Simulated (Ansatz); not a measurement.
Isomers of C$_{2}$H$_{5}$FGe, relaxed with PBE0-D4/def2-TZVP in Ansatz; electronic energies, one conformer each and not always the lowest. Functionals use def2-TZVPP; CBS adds triple-zeta CCSD(T) − MP2 to the MP2 limit of def2-TZVPP and def2-QZVPP.

Outer-core shells of Ge are correlated without core-valence functions. Scalar relativity is left out up to krypton. Spin–orbit coupling is left out.

Q: Order them by energy at frozen-core CCSD(T)/CBS, lowest first. (Estimate.)
A. `C=[C](F)[GeH3]`
B. `[F][GeH]1[CH2][CH2]1`
C. `C[CH2][Ge][F]`
D. `F/C=[CH]/[GeH3]`
E. `F[CH]1[CH2][GeH2]1`

A: C (0.0 kcal/mol), B (23.4 kcal/mol), D (39.8 kcal/mol), A (42.3 kcal/mol), E (56.2 kcal/mol).

Q: How do HF/CBS(def2), B3LYP, B3LYP-D4, r2SCAN-D4 place them (kcal/mol, against `C[CH2][Ge][F]`)? (Estimate.)

A: The calculation gave: 
```
                isomer  HF/CBS(def2)  B3LYP  B3LYP-D4  r2SCAN-D4
  `F[CH]1[CH2][GeH2]1`          62.4   59.6      60.0       53.1
`[F][GeH]1[CH2][CH2]1`          27.4   28.5      29.0       21.8
      `C=[C](F)[GeH3]`          39.4   42.6      43.0       39.5
     `F/C=[CH]/[GeH3]`          36.3   40.5      41.0       37.2
```

B3LYP here is the variant with VWN-RPA as its local correlation; programs differ in this.
